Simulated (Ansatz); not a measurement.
Relaxation of Al₄Au⁺ with RKS PBE-D4/def2-SVP.

```sh
$ ansatz run in.yaml --threads 4 --pin off --events-out ev --progress --plain --max-ram 4787MiB
```

```yaml
crystal:
  periodic: [false, false, false]
  atoms:
    - {symbol: Au, position_ang: [-0.729210, 0.725520, -1.985080]}
    - {symbol: Al, position_ang: [1.401520, -0.247970, -0.611340]}
    - {symbol: Al, position_ang: [0.736450, -0.724860, 1.985270]}
    - {symbol: Al, position_ang: [-1.065190, -1.129210, -0.018850]}
    - {symbol: Al, position_ang: [-0.343570, 1.376520, 0.630010]}
basis:
  gaussian: {orbitals: def2-SVP}
total_charge: 1
hamiltonian: {xc: pbe, dispersion: d4}
scf: {lower_state_search: "off"}
output: {orbitals: {seedname: orbitals}}
relax: {f_tol: 0.02, max_steps: 100}
```

It took 4.2 s on 4 threads of AMD EPYC 7B13 on a shared host.

Positions (Å) and forces (eV/Å) at steps 1, 2, 3, 4, 5 of 5:

```xyz
5
step=1 energy=-30052.7777 eV
Au   -0.729    0.726   -1.985    0.258   -0.260    0.710
Al    1.402   -0.248   -0.611   -0.001    0.134   -0.508
Al    0.736   -0.725    1.985    0.223   -0.222    0.607
Al   -1.065   -1.129   -0.019   -0.282    0.032   -0.440
Al   -0.344    1.377    0.630   -0.198    0.317   -0.368
5
step=2 energy=-30052.9122 eV
Au   -0.695    0.689   -1.885   -0.048    0.044   -0.119
Al    1.407   -0.234   -0.671    0.154   -0.003   -0.157
Al    0.755   -0.744    2.038    0.133   -0.132    0.361
Al   -1.101   -1.129   -0.071   -0.166   -0.114   -0.084
Al   -0.367    1.418    0.589   -0.073    0.205   -0.001
5
step=3 energy=-30052.9275 eV
Au   -0.705    0.697   -1.908    0.032   -0.033    0.090
Al    1.424   -0.228   -0.709   -0.019   -0.003    0.033
Al    0.794   -0.783    2.143   -0.056    0.055   -0.151
Al   -1.131   -1.140   -0.099    0.029    0.015    0.021
Al   -0.383    1.454    0.573    0.014   -0.035    0.007
5
step=4 energy=-30052.9334 eV
Au   -0.699    0.692   -1.892    0.003   -0.003    0.009
Al    1.429   -0.231   -0.704   -0.032    0.001    0.032
Al    0.781   -0.770    2.108   -0.021    0.020   -0.055
Al   -1.130   -1.145   -0.092    0.035    0.026    0.016
Al   -0.381    1.454    0.581    0.015   -0.044   -0.002
5
step=5 energy=-30052.9346 eV
Au   -0.699    0.691   -1.891   -0.007    0.007   -0.019
Al    1.424   -0.231   -0.695    0.008   -0.002   -0.001
Al    0.774   -0.764    2.091    0.004   -0.005    0.013
Al   -1.123   -1.140   -0.087   -0.004   -0.005    0.002
Al   -0.377    1.445    0.582   -0.001    0.005    0.004
```

In the def2 sets Au takes a core potential; there is no spin–orbit coupling. The restricted singlet is unstable towards broken spin symmetry in Hartree–Fock (as tested in another run); at PBE-D4/def2-SVP this wasn't settled. Another isomer (singlet) lies 0.55 eV lower at PBE0-D4/def2-TZVP; other spin states weren't run for this one.
